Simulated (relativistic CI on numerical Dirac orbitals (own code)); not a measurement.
Sc2+ in a cubic cluster: 3p photoemission with charge transfer

Computed with a charge-transfer multiplet model of a cubic metal-ligand cluster with up to 2 ligand holes, Slater and spin-orbit integrals from Dirac-Coulomb-Breit ions, Slater integrals scaled by 0.7. The ground state mixes d1 with configurations of k ligand holes L, whose averages lie at kΔ + k(k − 1)U_dd/2; a core hole lowers each added d electron by U_cd. 20 K, Lorentzian 0.9 eV and Gaussian 0.8 eV FWHM.

Atomic integrals in eV (Slater integrals scaled, ζ unscaled), ground: F2dd 4.121, F4dd 2.525, zeta_d 0.008; with the core hole: F2dd 4.121, F4dd 2.525, zeta_d 0.012, zeta_core 0.340, F2cd 6.767, G1cd 8.453, G3cd 5.135. Where a configuration has fewer than two d electrons, the dd integrals are those of d2.

Cluster parameters (eV): U_dd = 5.1, U_cd = 6.2, 10Dq = 1.2, 10Dq(ligand) = 0.6, V(eg) = 2.6, V(t2g) = -1.11, final-state hopping factor = 0.8.

```tsv
Case	n_d	d1	d2L	d3L2	S
Δ = 5.7 eV	1.43	0.61	0.35	0.04	0.50
Δ = 6.7 eV	1.38	0.66	0.31	0.03	0.50
Δ = 7.7 eV	1.32	0.70	0.27	0.03	0.50
```

Weights, n_d and S are thermal averages at 20 K. Binding energies count from the first peak over 30 % of the highest in each spectrum, which can be another peak from case to case. The parameters are a model scan and need not match a compound or its usual spin state. Peaks in eV (height, largest 100):
- Δ = 5.7 eV: 0.0 (100), 1.3 (85), 8.6 (21), 9.8 (24)
- Δ = 6.7 eV: 0.0 (100), 1.4 (84), 8.0 (17), 9.8 (21)
- Δ = 7.7 eV: 0.0 (100), 1.3 (84), 7.5 (15), 9.8 (17)

For the case Δ = 5.7 eV, Δ = 5.7 eV is larger than U_dd = 5.1 eV, the Mott-Hubbard side of the Zaanen-Sawatzky-Allen scheme. With the core hole the configuration with one ligand hole lies at Δ − U_cd = -0.5, 0.5, 1.5 eV from the one without, in the order of the table; where this is negative the screened configuration lies lower, though the effective hopping of about 4.4 eV (from the holes of the mixed ground state) mixes the two strongly wherever it is as large as the gap.
